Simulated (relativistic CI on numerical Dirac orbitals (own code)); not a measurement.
**V⁺ in a cubic cluster: L2,3 absorption with charge transfer**

Computed with a charge-transfer multiplet model of a cubic metal-ligand cluster with up to one ligand hole, Slater and spin-orbit integrals from Dirac-Coulomb-Breit ions, Slater integrals scaled by 0.8. The ground state mixes d4 with configurations of k ligand holes L, whose averages lie at kΔ + k(k − 1)U_dd/2; a core hole lowers each added d electron by U_cd. 300 K, Lorentzian 0.4 eV and Gaussian 0.3 eV FWHM.

Atomic integrals in eV (Slater integrals scaled, ζ unscaled), ground: F2dd 6.042, F4dd 3.713, zeta_d 0.015; with the core hole: F2dd 6.837, F4dd 4.214, zeta_d 0.025, zeta_core 4.617, F2cd 3.745, G1cd 2.648, G3cd 1.501.

Cluster parameters (eV): Δ = 7.7, U_cd = 6.1, 10Dq = 0.8, 10Dq(ligand) = 1.3, V(eg) = 1.55, V(t2g) = -0.79, final-state hopping factor = 1.

```json
{"Case": "U_dd = 4 eV", "n_d": "4.11", "d4": "0.89", "d5L": "0.11", "S": "2.00"}
{"Case": "U_dd = 5.4 eV", "n_d": "4.11", "d4": "0.89", "d5L": "0.11", "S": "2.00"}
{"Case": "U_dd = 6.8 eV", "n_d": "4.11", "d4": "0.89", "d5L": "0.11", "S": "2.00"}
```

Weights, n_d and S are thermal averages at 300 K. Photon energies count from the first peak over 30 % of the highest in each spectrum, which can be another peak from case to case. The parameters are a model scan and need not match a compound or its usual spin state. Peaks in eV (height, largest 100):
- U_dd = 4 eV: -2.6 (7), 0.0 (100), 4.5 (20), 5.9 (29), 7.6 (42)
- U_dd = 5.4 eV: -2.6 (7), 0.0 (100), 4.5 (21), 5.3 (30), 6.0 (28), 7.7 (43)
- U_dd = 6.8 eV: -2.8 (7), 0.0 (100), 4.4 (22), 5.2 (32), 5.9 (28), 7.7 (43)

For the case U_dd = 5.4 eV, Δ = 7.7 eV is larger than U_dd = 5.4 eV, the Mott-Hubbard side of the Zaanen-Sawatzky-Allen scheme. With the core hole the configuration with one ligand hole lies at Δ + U_dd − U_cd = 5.6, 7.0, 8.4 eV from the one without, in the order of the table; where this is negative the screened configuration lies lower.

With at most 1 ligand hole the space is cut while the next configuration still counts, so covalency is underestimated, and a final configuration with one more ligand hole, which can lie low, is missing from the spectra.
